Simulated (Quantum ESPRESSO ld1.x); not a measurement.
Question: This ld1.x (Quantum ESPRESSO 7.5) run is given with its output. Can the result be used, and if not, why?

```
 &input
    zed=58.0,
    iswitch=1,
    rel=1,
    lsd=1,
    dft='PZ',
    config='[Xe] 4f1 5d2 6s2',
    latt=1,
    verbosity='high',
    prefix='ld1',
    max_out_wfc=37,
    file_charge='ld1.rho',
 /
```

```
     Program LD1 v.7.5 starts

     Message from routine scf:
     warning: convergence not achieved
     --------------------------- All-electron run ----------------------------

     scalar relativistic calculation

     atomic number is 58.00
     dft =PZ   lsd =1 sic =0 latt =1  beta=0.20 tr2=1.0E-14
     Exchange-correlation= PZ
                           (   1   1   0   0   0   0   0)
     mesh =2085 r(mesh) = 100.64072 a.u. xmin = -8.00 dx = 0.00800
     1 Ry =  13.60569312 eV, c = 137.03599908

     n l     nl                  e(Ry)          e(Ha)          e(eV)
     1 0     1S 1( 1.00)   -2956.550390054   -1478.275195027 -40225.9173097
     2 0     2S 1( 1.00)    -473.219182781    -236.609591390  -6438.4749808
     2 1     2P 1( 3.00)    -423.994710062    -211.997355031  -5768.7419109
     3 0     3S 1( 1.00)    -101.644407341     -50.822203671  -1382.9426140
     3 1     3P 1( 3.00)     -85.988048991     -42.994024496  -1169.9270068
     4 0     4S 1( 1.00)     -20.328387502     -10.164193751   -276.5818020
     4 1     4P 1( 3.00)     -15.213178231      -7.606589116   -206.9858344
     3 2     3D 1( 5.00)     -63.687722319     -31.843861159   -866.5156056
     5 0     5S 1( 1.00)      -2.728523719      -1.364261860    -37.1234564
     5 1     5P 1( 3.00)      -1.452945729      -0.726472864    -19.7683337
     4 2     4D 1( 5.00)      -7.849290294      -3.924645147   -106.7950350
     4 3     4F 1( 1.00)      -0.147481735      -0.073740867     -2.0065912
     5 2     5D 1( 2.00)       0.000000000       0.000000000      0.0000000
     6 0     6S 1( 1.00)      -0.088593476      -0.044296738     -1.2053756
     1 0     1S 2( 1.00)   -2956.550418708   -1478.275209354 -40225.9176996
     2 0     2S 2( 1.00)    -473.215965229    -236.607982614  -6438.4312038
     2 1     2P 2( 3.00)    -423.992222598    -211.996111299  -5768.7080672
     3 0     3S 2( 1.00)    -101.623832486     -50.811916243  -1382.6626788
     3 1     3P 2( 3.00)     -85.967529671     -42.983764835  -1169.6478272
     4 0     4S 2( 1.00)     -20.272961982     -10.136480991   -275.8276994
     4 1     4P 2( 3.00)     -15.157532959      -7.578766480   -206.2287419
     3 2     3D 2( 5.00)     -63.670514663     -31.835257332   -866.2814835
     5 0     5S 2( 1.00)      -2.669111124      -1.334555562    -36.3151069
     5 1     5P 2( 3.00)      -1.392083453      -0.696041727    -18.9402603
     4 2     4D 2( 5.00)      -7.793108076      -3.896554038   -106.0306370
     4 3     4F 2( 0.00)      -0.088925036      -0.044462518     -1.2098867
     5 2     5D 2( 0.00)       0.000000000       0.000000000      0.0000000
     6 0     6S 2( 1.00)      -0.060661613      -0.030330806     -0.8253433

     final scf error:  1.6E+00 reached in 201 iterations

     Etot =  -17631.370803 Ry,   -8815.685401 Ha, -239887.020479 eV
     Total magnetization:    3.00 Bohr mag.

     Ekin =   18833.801274 Ry,    9416.900637 Ha,  256246.920478 eV
     Encl =  -42840.882634 Ry,  -21420.441317 Ha, -582879.902239 eV
     Eh   =    6779.824362 Ry,    3389.912181 Ha,   92244.209697 eV
     Exc  =    -404.113805 Ry,    -202.056902 Ha,   -5498.248415 eV
```

Answer: No. The cycle did not converge: in the last iteration no bound solution was found for 5d up (the eigenvalue is printed as zero or positive). The species is Ce- with 59 electrons. In a local or semilocal functional the extra electron of a negative ion sees its own charge, the potential lacks the -1/r tail, and the highest level tends to rise to zero. The printed total energy is meaningless.
